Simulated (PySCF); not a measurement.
Computed properties of BGeH5O, SMILES B[O][GeH3]

BGeH₅O, SMILES B[O][GeH3]. Geometry optimised at PBE0-D3(BJ)/def2-SVP. The values are those of a single conformer. All values are computed for the isolated molecule unless a solvent is named; none is compared with measurement here.

**Structure.** The optimised structure has Cs symmetry. All 18 harmonic modes at PBE0-D3(BJ)/def2-SVP (PySCF) are real, so it is a minimum. With heavy atoms numbered as in [O:1]([GeH3:2])[BH2:6], the shortest bond between them is O1–B6 at 1.342 Å and the longest O1–Ge2 at 1.805 Å.

**Vibrations.** The strongest infrared lines (harmonic, unscaled, degenerate partners summed) lie at 1408 cm⁻¹ (367 km/mol, B 53 %, O 33 %, H 14 %), 2618 cm⁻¹ (212 km/mol, H 88 %, B 12 %), 860 cm⁻¹ (157 km/mol, H 96 %). The softest mode is at 70 cm⁻¹ and the zero-point energy is 30.7 kcal/mol.

**Electronic structure.** r2SCAN/def2-TZVPD (PySCF) places the frontier levels at -6.99 and -0.94 eV, a gap of 6.05 eV, and gives a dipole moment of 2.00 D and a mean polarisability of 51.1 bohr³. PBE/def2-TZVPD (PySCF) at the same geometry gives -6.70 and -1.38 eV, so its gap is 0.73 eV narrower. An orbital gap is neither the optical nor the fundamental gap.

**Excitations.** TDDFT-M06-2X/def2-SVPD (PySCF) has S1 at 5.86 eV (212 nm, f = 0.000, dark); the most intense of the 10 singlets computed lies at 8.83 eV (f = 0.15). T1 (TDA) is at 5.49 eV. TDDFT-PBE/def2-SVPD (PySCF) puts S1 at 5.50 eV. No vertical singlet excitation falls in the visible range (under 3.1 eV).

**NMR.** GIAO shifts at HF/pcSseg-1 (PySCF) (non-relativistic, atoms alike by connectivity averaged): ¹H from 5.1 to 5.3 ppm against TMS; ¹¹B at 35.2 ppm against BF3.
